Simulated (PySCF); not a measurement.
A calculated (M06-L, PySCF 2.14, aug-cc-pwCVTZ-DK, the spin-free X2C one-electron Hamiltonian (Gaussian nucleus)) atom or ion has these occupied shells.

```
shell  electrons  orbital energy (eV)  rms radius, mean of both spins (bohr)
 1s β          1              -6461.1                                 0.0704
 1s α          1              -6461.1                                 0.0704
 2s α          1              -770.97                                  0.302
 2s β          1              -767.95                                  0.302
 2p α          3              -652.94                                  0.274
 2p β          3              -650.73                                  0.274
 3s α          1              -109.17                                  0.915
 3s β          1              -101.82                                  0.915
 3p α          3              -76.122                                  0.984
 3p β          3              -68.956                                  0.984
 3d α          5              -25.605                                   1.25
```

Task: Name the element and its charge.

Result: Mn²⁺ (manganese, charge +2), in [Ar] 3d5, high-spin 6S determinant.
